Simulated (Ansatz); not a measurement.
Ga8As9H24, a nanocrystal cut from zinc blende GaAs (hydrogen-capped). Charge 0, multiplicity 2. Geometry PBE-D4/def2-SVP, that of the charge +1 singlet; atoms count from 1.

```xyz
41

Ga    2.795    1.744    3.980
Ga   -1.262    2.669    1.667
Ga    1.404   -1.162   -4.145
Ga   -1.974    1.050   -2.322
Ga    1.440    0.500   -0.168
Ga   -0.726   -1.135    2.924
Ga   -1.015   -2.737   -0.794
Ga   -4.210   -0.506    0.742
As    3.026    1.525    1.427
As    2.668   -0.096   -2.267
As   -0.416    1.996   -0.652
As    0.885    0.137    4.376
As   -2.388    0.497    2.171
As   -0.513    0.410   -4.295
As    0.338   -3.038   -2.912
As   -2.723   -1.038   -1.268
As    0.511   -1.563    0.769
H     4.105    1.050    4.502
H     2.252    3.201    4.179
H    -2.281    3.847    1.478
H     0.097    2.724    2.487
H     2.236   -1.483   -5.433
H    -3.074    2.034   -2.858
H    -1.119   -2.511    3.576
H    -1.483   -4.156   -0.311
H    -5.139    0.662    0.245
H    -4.608   -1.898    1.355
H     3.331    2.878    0.793
H     4.351    0.853    1.074
H     3.388    1.133   -2.808
H     3.896   -0.944   -1.955
H     0.283    3.175   -1.326
H    -0.039    0.858    5.352
H     1.414   -0.904    5.360
H    -3.090    0.778    3.499
H     0.007    1.646   -5.021
H    -1.379   -0.134   -5.426
H    -0.506   -3.771   -3.949
H     1.409   -4.109   -2.734
H    -3.594   -1.700   -2.334
H     1.703   -2.482    1.022
```

Single mean-field runs in def2-TZVP are fitted with def2-universal-jkfit.

(1) Estimate the Mulliken populations of the heavy atoms from the PBE0/def2-TZVP orbitals of Ansatz.

(2) Where does the spin sit?

(3) And the Mayer bond orders between heavy atoms (over 0.3)?

Results:

(1) 
```tsv
atom	charge (e)	spin (α − β)
Ga1	0.15	0.14
Ga2	0.25	0.00
Ga3	0.20	0.21
Ga4	0.33	0.01
Ga5	0.32	0.26
Ga6	0.32	0.02
Ga7	0.31	0.02
Ga8	0.23	0.01
As9	-0.23	0.09
As10	-0.22	0.04
As11	-0.35	0.04
As12	-0.26	0.00
As13	-0.38	0.00
As14	-0.26	0.01
As15	-0.25	0.00
As16	-0.37	0.00
As17	-0.36	0.03
```
Mulliken values depend strongly on the basis.

(2) Summed by element: Ga 0.67, As 0.21, H 0.12, of 1 unpaired in all. Largest on single atoms: Ga5 0.26, Ga3 0.21, Ga1 0.14.

(3) Ga1–As9 0.63 (2.57 Å); Ga1–As12 0.65 (2.53 Å); Ga2–As11 0.62 (2.56 Å); Ga2–As13 0.71 (2.50 Å); Ga3–As10 0.67 (2.50 Å); Ga3–As14 0.75 (2.48 Å); Ga3–As15 0.73 (2.49 Å); Ga4–As11 0.77 (2.47 Å); Ga4–As14 0.63 (2.54 Å); Ga4–As16 0.79 (2.46 Å); Ga5–As9 0.69 (2.47 Å); Ga5–As10 0.63 (2.50 Å); Ga5–As11 0.80 (2.43 Å); Ga5–As17 0.76 (2.45 Å); Ga6–As12 0.68 (2.51 Å); Ga6–As13 0.82 (2.45 Å); Ga6–As17 0.69 (2.52 Å); Ga7–As15 0.63 (2.53 Å); Ga7–As16 0.80 (2.46 Å); Ga7–As17 0.77 (2.48 Å); Ga8–As13 0.68 (2.52 Å); Ga8–As16 0.61 (2.56 Å).
